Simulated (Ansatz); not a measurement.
Consider the ligand exchange at the Si–N bond: `N[SiH2]N[SiH2]O` + HCl → `O[SiH2]N[SiH2]Cl` + NH₃.

Gas-phase electronic energies from Ansatz, PBE0-D4/def2-TZVP geometries. CCSD(T)/CBS is the MP2 limit (def2-TZVPP, def2-QZVPP) plus CCSD(T) − MP2 in def2-TZVPP, frozen cores. This one scheme is used for every species. Functionals use def2-TZVPP. One conformer a species, not always the lowest.

| level | ΔE (eV) |
| --- | --- |
| PBE0-D4 | -0.54 |
| ωB97X-V | -0.51 |
| r2SCAN | -0.54 |
| MP2/CBS(def2) | -0.54 |

(1) What does CCSD(T)/CBS give? (Best estimate.)

Largest T1 diagnostic among the species: 0.011.

Results:

(1) Computed: -0.51 eV. The listed levels differ from it by -0.03, 0.00, -0.03, -0.03 eV.
